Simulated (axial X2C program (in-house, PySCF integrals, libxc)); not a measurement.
# Potential curves of GeN, without spin–orbit coupling

All values were computed with an axial X2C code built on PySCF integrals. Spin-free means the one-electron spin-free X2C Hamiltonian. Basis: Ge dyall-cv3z [9s9p7d4f1g], N dyall-av3z [7s7p3d2f] (cores contracted in-house); Gaussian nuclei, density fitting, unrestricted open shells. Masses: Ge 73.921 u, N 14.003 u.

State: M_S = 1/2, Λ = 0 (beyond evenly filled blocks: σα). Energies in eV from the fragments at the same level (Ge + N). Fits are polynomials in 1 − R0/R over 0.85 to 1.23 times the lowest point R0.

```
 R (Å)    B3LYP     CCSD
1.5147  -3.1632  -2.3741
1.5843  -3.5946  -2.8359
1.6365  -3.7205  -2.9738
1.6888  -3.7219  -2.9818
1.7410  -3.6304  -2.8945
1.8019  -3.4404  -2.7085
1.8629  -3.1919  -2.4631
1.9412  -2.8327         
2.0370  -2.3897         
2.1763  -1.8105
```

Correlated methods: 9 electrons correlated (number of frozen shells: Ge 3 s, 2 p, 1 d; N 1 s), 235 virtual spin orbitals or spinors in MP2, 90 natural virtuals in coupled cluster.

De is counted from the lowest determinant-based energies of the atoms at the same level, without counterpoise correction. CCSD ran in a truncated set of natural virtual spinors with an MP2 remainder; without triples it tends to underbind. The state is one determinant with fixed occupations, lowest in a PBE0 search at one distance only: followed along the bond, the 2c determinant Ω = 1/2 reaches 0.04 eV lower at PBE0, at Re = 1.653 Å, so the state shown is not the lowest. The determinant is spin-polarised beyond a pure state at some levels (its spin-free form has ⟨S²⟩ too high), which makes Re and μ there less reliable. The T1 diagnostic is large, a sign of multireference character. With the outer-core shells frozen, correlated bond lengths of heavy atoms tend to come out a few hundredths of an ångström too long. Spin-free De lacks the spin–orbit lowering of the heavy p-block atom, a tenth of an eV or more for 4p and 5p, up to an eV for 6p and one to two eV for 7p atoms, less what an open-shell molecule gains itself. With spin–orbit coupling the lowest determinant has another configuration, so this spin-free state is a model. Coupled cluster ran on the points near the minimum only. MP2 and coupled cluster on one determinant become unreliable at the stretched end.

Problem. What are Re, ωe and De at the B3LYP level?

Solution. At B3LYP, spin-free: Re = 1.663 Å, ωe ≈ 953 cm⁻¹, De = 3.73 eV to Ge + N; Be follows as 0.518 cm⁻¹.

Problem. What are Re, ωe and De at the CCSD level?

Solution. At CCSD, spin-free: Re = 1.666 Å, ωe ≈ 960 cm⁻¹, De = 2.99 eV to Ge + N; Be follows as 0.516 cm⁻¹.
